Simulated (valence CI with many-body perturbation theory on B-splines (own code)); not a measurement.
Ca¹⁴⁺: electric-dipole lines

Computed by configuration interaction combined with many-body perturbation theory (CI+MBPT): four valence electrons over a frozen Dirac-Fock core [He], radial functions for each j: 11 s, 11 p, 10 d, 8 f, 5 g, 2 h, with the one-electron correlation potential Σ1 (screened to all orders), the two-electron term Σ2, the three-electron term Σ3, Breit, model QED; selected single and double excitations, second order for the rest, scaled by the run's own slope (own B-spline code, finite nucleus).

No measured spectrum was set against this ion. As an estimate, levels of excited configurations hold to 0.05 to 0.15 % of their energy, terms of the ground configuration to about 0.5 %. Among the levels kept, up to 880 cm⁻¹ of a level comes from second order outside the variational space, and about a tenth of that is noise between levels of different J, which matters for small intervals.

Lines 51 to 100 of 568 in falling wavelength, among levels below 646.25 eV, chosen from the strongest by gf and those to the six lowest levels. Wavelengths and rates use the calculated energies, so an error of 400 cm⁻¹ moves a line at 71.97 nm by 0.29 % and its rate by three times that or more. Electric multipoles are in the length gauge with retardation, E1 and E2 with the static RPA response of the core. Weak lines are less certain than strong ones. Lines between different terms over intervals too small for the method are left out, as are lines whose strength nearly cancels. Where a level lies close to another of its J and parity, the split of strength between their lines is uncertain. The highest levels of a list are the least certain.

Names give the largest LS component (configuration and term), which can be under half, so a name can repeat, a term be missing and a line seem to break the LS rules; names also repeat where a configuration has a term twice. Letters in brackets count levels of one name in rising energy.

| λ vac (nm) | Upper | Lower | A (s⁻¹) | log gf | Branch % |
| --- | --- | --- | --- | --- | --- |
| 71.97 | 2s 2p2 3d 3F_3 [c] | 2s 2p2 3p 3P°_2 [d] | 7.60e+08 | -0.38 | 0.0 |
| 71.96 | 2s 2p2 3d 3D_2 [b] | 2s 2p2 3p 3D°_2 [b] | 2.63e+08 | -0.99 | 0.0 |
| 71.94 | 2p3 3d 5D°_2 | 2p3 3p 5P_1 | 3.46e+08 | -0.87 | 0.9 |
| 71.88 | 2s 2p2 3d 5D_2 | 2s 2p2 3p 5P°_2 | 3.85e+08 | -0.83 | 0.0 |
| 71.79 | 2s2 2p 3p 3D_3 | 2s2 2p 3s 3P°_2 | 9.02e+08 | -0.31 | 5.1 |
| 71.69 | 2s 2p2 3d 5D_4 | 2s 2p2 3p 5P°_3 | 6.08e+08 | -0.37 | 27.3 |
| 71.47 | 2s 2p2 3d 5F_1 | 2s 2p2 3p 5D°_0 | 4.63e+08 | -0.97 | 2.4 |
| 71.40 | 2s 2p2 3d 3P_2 [b] | 2s 2p2 3p 3P°_2 [b] | 4.38e+08 | -0.78 | 0.0 |
| 71.16 | 2s 2p2 3d 5D_1 | 2s 2p2 3p 5P°_1 | 4.85e+08 | -0.96 | 0.2 |
| 71.04 | 2s 2p2 3p 3F°_3 | 2s 2p2 3s 3D_2 | 9.30e+08 | -0.31 | 1.7 |
| 70.81 | 2s 2p2 3p 3P°_2 [d] | 2s 2p2 3s 3P_1 [b] | 8.58e+08 | -0.49 | 0.3 |
| 70.62 | 2s 2p2 3d 5D_3 | 2s 2p2 3p 5P°_2 | 5.93e+08 | -0.51 | 0.0 |
| 70.53 | 2s 2p2 3p 5D°_4 | 2s 2p2 3s 5P_3 | 1.10e+09 | -0.13 | 76.3 |
| 70.48 | 2s 2p2 3d 3G_4 | 2s 2p2 3p 3F°_3 | 8.94e+08 | -0.22 | 0.5 |
| 70.33 | 2s 2p2 3d 1D_2 [b] | 2s 2p2 3p 1P°_1 [c] | 6.12e+08 | -0.64 | 0.0 |
| 69.92 | 2s 2p2 3p 5D°_3 | 2s 2p2 3s 5P_2 | 9.83e+08 | -0.30 | 48.3 |
| 69.91 | 2s 2p2 3d 5F_2 | 2s 2p2 3p 3S°_1 [a] | 3.50e+08 | -0.89 | 0.7 |
| 69.36 | 2s 2p2 3d 3D_3 [d] | 2s 2p2 3p 3P°_2 [e] | 5.38e+08 | -0.57 | 0.0 |
| 69.23 | 2s 2p2 3p 5D°_2 | 2s 2p2 3s 5P_1 | 6.95e+08 | -0.60 | 26.8 |
| 69.22 | 2s2 2p 3p 3D_2 | 2s2 2p 3s 3P°_1 | 8.78e+08 | -0.50 | 4.4 |
| 69.19 | 2s 2p2 3p 3D°_1 [c] | 2s 2p2 3s 3S_1 | 6.80e+08 | -0.83 | 0.1 |
| 69.17 | 2s 2p2 3d 3F_2 [c] | 2s 2p2 3p 3D°_1 [c] | 7.15e+08 | -0.59 | 0.0 |
| 68.84 | 2s 2p2 3p 3F°_4 | 2s 2p2 3s 3D_3 | 1.21e+09 | -0.11 | 25.9 |
| 68.79 | 2s 2p2 3d 5D_4 | 2s 2p2 3p 5D°_4 | 3.36e+08 | -0.67 | 15.1 |
| 68.69 | 2s 2p2 3p 3P°_2 [e] | 2s 2p2 3s 3P_2 [b] | 8.73e+08 | -0.51 | 0.2 |
| 68.44 | 2s2 2p 3d 3F°_4 | 2s2 2p 3p 3D_3 | 9.33e+08 | -0.23 | 98.5 |
| 68.32 | 2s 2p2 3p 1D°_2 [a] | 2s 2p2 3s 3D_1 | 3.73e+08 | -0.88 | 0.0 |
| 68.22 | 2s 2p2 3d 3F_4 [b] | 2s 2p2 3p 3F°_4 | 2.79e+08 | -0.76 | 0.0 |
| 68.17 | 2s 2p2 3d 3D_2 [e] | 2s 2p2 3p 3P°_1 [d] | 4.43e+08 | -0.81 | 0.0 |
| 67.95 | 2s 2p2 3p 3P°_1 [d] | 2s 2p2 3s 3P_2 [b] | 5.02e+08 | -0.98 | 0.1 |
| 67.72 | 2s 2p2 3p 5P°_3 | 2s 2p2 3s 5P_3 | 1.02e+09 | -0.31 | 1.2 |
| 67.57 | 2s 2p2 3d 3G_3 | 2s 2p2 3p 3F°_2 | 7.72e+08 | -0.43 | 1.7 |
| 67.54 | 2s 2p2 3d 1F_3 [a] | 2s 2p2 3p 1F°_3 | 2.20e+08 | -0.98 | 0.0 |
| 67.47 | 2s2 2p 3p 3D_1 [b] | 2s2 2p 3s 3P°_0 | 6.62e+08 | -0.87 | 2.2 |
| 67.17 | 2s 2p2 3d 3D_2 [c] | 2s 2p2 3p 3P°_1 [c] | 8.65e+08 | -0.53 | 0.1 |
| 66.88 | 2s2 2p 3d 3D°_3 | 2s2 2p 3p 3P_2 | 6.44e+08 | -0.52 | 0.0 |
| 66.88 | 2s2 2p 3d 3F°_3 | 2s2 2p 3p 3D_2 | 9.61e+08 | -0.35 | 0.1 |
| 66.48 | 2s 2p2 3p 3S°_1 [b] | 2s 2p2 3s 3P_2 [b] | 4.86e+08 | -1.01 | 0.0 |
| 66.41 | 2s 2p2 3p 5P°_1 | 2s 2p2 3s 5P_2 | 9.56e+08 | -0.72 | 0.4 |
| 66.23 | 2s 2p2 3d 3S_1 | 2s 2p2 3p 3P°_2 [b] | 5.38e+08 | -0.97 | 0.0 |
| 66.13 | 2s 2p2 3d 3D_2 [d] | 2s 2p2 3p 1P°_1 [b] | 6.16e+08 | -0.69 | 0.0 |
| 66.04 | 2s 2p2 3d 5D_3 | 2s 2p2 3p 5D°_3 | 2.22e+08 | -0.99 | 0.0 |
| 65.87 | 2s 2p2 3d 3F_3 [b] | 2s 2p2 3p 3F°_3 | 2.43e+08 | -0.96 | 0.0 |
| 65.61 | 2s2 2p 3d 3D°_1 | 2s2 2p 3p 3P_0 | 5.09e+08 | -1.01 | 0.0 |
| 65.43 | 2s 2p2 3p 5P°_2 | 2s 2p2 3s 5P_2 | 4.66e+08 | -0.83 | 1.0 |
| 65.00 | 2s 2p2 3p 3P°_2 [c] | 2s 2p2 3s 3S_1 | 1.15e+09 | -0.44 | 0.5 |
| 64.60 | 2s2 2p 3p 3P_1 | 2s2 2p 3s 3P°_2 | 1.18e+09 | -0.66 | 1.4 |
| 64.25 | 2s2 2p 3d 3D°_2 | 2s2 2p 3p 3S_1 | 7.48e+08 | -0.64 | 0.0 |
| 64.17 | 2s 2p2 3d 3P_2 [c] | 2s 2p2 3p 3S°_1 [b] | 4.09e+08 | -0.90 | 0.0 |
| 64.12 | 2s 2p2 3d 3D_3 [d] | 2s 2p2 3p 3D°_3 [c] | 3.11e+08 | -0.87 | 0.0 |
